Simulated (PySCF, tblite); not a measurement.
Isomers of C3H11ClO2Si3. Level: GFN2-xTB in tblite, geometry and Hessian alike; calculated harmonic values, unscaled, isolated species. Errors from tens to a few hundred cm⁻¹ against measured bands are possible. Modes of hydrogen on silicon can be 10 to 20 % off. One conformer each.

Electronic energies: PBE0/pcSseg-1 single points on the GFN2-xTB geometries (PySCF, gas phase).

```tsv
SMILES	electronic energy, lowest = 0 (kcal/mol)
CC1(C)O[Si@@H](O[SiH3])[Si@@H]1Cl	3.1
CO[SiH2]/C=C(/O[SiH3])[SiH2]Cl	50.9
CC(C)O[Si@@H]1O[SiH2][Si@@H]1Cl	0.0
```

Task: How do GFN2-xTB zero-point energies change the relative energies?

Result: 
```tsv
SMILES	ZPE (kcal/mol)	of it from modes above 1550 cm⁻¹	electronic (kcal/mol)	with ZPE, lowest = 0 (kcal/mol)	lowest mode (cm⁻¹)	rings
CC(C)O[Si@@H]1O[SiH2][Si@@H]1Cl	85.7	42.8	0.0	0.0	10	1
CC1(C)O[Si@@H](O[SiH3])[Si@@H]1Cl	83.5	42.0	3.1	0.9	11i	1
CO[SiH2]/C=C(/O[SiH3])[SiH2]Cl	79.2	41.9	50.9	44.4	15	0
```

The zero-point energies span 6.5 kcal/mol, from `CO[SiH2]/C=C(/O[SiH3])[SiH2]Cl` to `CC(C)O[Si@@H]1O[SiH2][Si@@H]1Cl`. Slightly imaginary modes are left out of the zero-point energy: `CC1(C)O[Si@@H](O[SiH3])[Si@@H]1Cl` 10.5i cm⁻¹. The order is unchanged.

Task: And how do the electronic energies of GFN2-xTB itself compare?

Result: `CC(C)O[Si@@H]1O[SiH2][Si@@H]1Cl` 12.1; `CC1(C)O[Si@@H](O[SiH3])[Si@@H]1Cl` 0.0; `CO[SiH2]/C=C(/O[SiH3])[SiH2]Cl` 35.3 kcal/mol, lowest = 0. Against the energies above, taken from the same isomer `CC(C)O[Si@@H]1O[SiH2][Si@@H]1Cl`, the largest difference is 27.7 kcal/mol.
